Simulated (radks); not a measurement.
Results of a calculation; reference values are marked as such.
Q: Radial electron density D(r) = 4 pi r^2 rho(r) of an atom or ion with 2 electrons. Level of theory: scalar-relativistic Kohn-Sham, PBE, spin-unpolarised, spherical densities, point nucleus (a radial shooting solver on a logarithmic mesh with Libxc functionals).

| r (bohr) | D(r) (e/bohr) |
|---|---|
| 0.001523 | 4.315 |
| 0.001637 | 4.858 |
| 0.001759 | 5.465 |
| 0.001905 | 6.221 |
| 0.002048 | 6.983 |
| 0.0022 | 7.829 |
| 0.002384 | 8.875 |
| 0.002562 | 9.922 |
| 0.002753 | 11.08 |
| 0.002982 | 12.49 |
| 0.003205 | 13.90 |
| 0.003472 | 15.61 |
| 0.003731 | 17.29 |
| 0.004009 | 19.11 |
| 0.004343 | 21.31 |
| 0.004668 | 23.43 |
| 0.005016 | 25.70 |
| 0.005434 | 28.39 |
| 0.005839 | 30.94 |
| 0.006275 | 33.60 |
| 0.006798 | 36.68 |
| 0.007306 | 39.53 |
| 0.007914 | 42.73 |
| 0.008505 | 45.62 |
| 0.00914 | 48.47 |
| 0.009901 | 51.52 |
| 0.01064 | 54.10 |
| 0.01143 | 56.46 |
| 0.01239 | 58.76 |
| 0.01331 | 60.44 |
| 0.01442 | 61.81 |
| 0.0155 | 62.52 |
| 0.01665 | 62.68 |
| 0.01804 | 62.15 |
| 0.01939 | 61.00 |
| 0.02083 | 59.22 |
| 0.02257 | 56.49 |
| 0.02426 | 53.42 |
| 0.02607 | 49.81 |
| 0.02824 | 45.28 |
| 0.03035 | 40.85 |
| 0.03287 | 35.71 |
| 0.03533 | 31.01 |
| 0.03796 | 26.39 |
| 0.04113 | 21.50 |
| 0.0442 | 17.44 |
| 0.0475 | 13.80 |
| 0.05145 | 10.30 |
| 0.05529 | 7.675 |
| 0.05942 | 5.540 |
| 0.06437 | 3.706 |
| 0.06917 | 2.483 |
| 0.07494 | 1.518 |
| 0.08053 | 0.9322 |
| 0.08654 | 0.5465 |
| 0.09375 | 0.2849 |
| 0.1007 | 0.1498 |

What is the nuclear charge?

A: Z = 56. The innermost maximum, from 1s, lies near gamma/Z bohr with gamma = sqrt(1 - (Z/c)^2) = 0.913, here 0.0163 bohr (found: 0.0164), and its height grows with Z. The density is that of the barium ion Ba54+ in [He]; the configuration itself is not fixed sharply by these data, and Z only to a few units. D(r) has 1 maximum, at r = 0.0164 bohr.
